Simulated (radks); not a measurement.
Question: Radial electron density D(r) = 4 pi r^2 rho(r) of an atom or ion with 25 electrons. Method: scalar-relativistic Kohn-Sham, r2SCAN, spin-unpolarised, spherical densities, finite nucleus; meta-GGA in the generalised Kohn-Sham scheme; Fermi nuclear charge, rms radius of each element as measured or else 0.836 A^(1/3) + 0.57 fm; computed with a radial shooting solver on a logarithmic mesh with Libxc functionals.

r (bohr),D(r) (e/bohr)
0.003946,2.890
0.004449,3.549
0.005016,4.342
0.005656,5.290
0.006326,6.334
0.007132,7.642
0.008042,9.167
0.009067,10.92
0.01014,12.78
0.01143,14.99
0.01289,17.43
0.01454,20.04
0.01626,22.60
0.01833,25.37
0.02067,28.07
0.0233,30.55
0.02628,32.66
0.02939,34.16
0.03314,35.13
0.03736,35.34
0.04212,34.79
0.04712,33.67
0.05312,32.04
0.0599,30.27
0.06753,28.81
0.07554,28.09
0.08517,28.35
0.09603,29.81
0.1083,32.31
0.1211,35.18
0.1365,38.11
0.154,40.01
0.1736,40.15
0.1942,38.33
0.2189,34.44
0.2468,29.28
0.2783,23.99
0.3138,19.80
0.3509,17.67
0.3957,17.45
0.4461,18.86
0.503,20.77
0.5626,21.96
0.6344,21.80
0.7153,19.97
0.8064,16.82
0.902,13.28
1.017,9.519
1.147,6.291
1.293,3.838
1.446,2.254
1.63,1.181
1.838,0.5690
2.073,0.2499
2.318,0.1051
2.614,0.03669
2.947,0.01099

What is the nuclear charge?

Answer: Z = 29. The innermost maximum, from 1s, lies near gamma/Z bohr with gamma = sqrt(1 - (Z/c)^2) = 0.977, here 0.0337 bohr (found: 0.0365), and its height grows with Z. The density is that of the copper ion Cu4+ in [Ar] 3d7; the configuration itself is not fixed sharply by these data, and Z only to about a unit. D(r) has 3 maxima, at r = 0.0365, 0.165, 0.590 bohr, and minima at 0.0780, 0.377 bohr, inside which lie 2.10, 10.82 electrons.
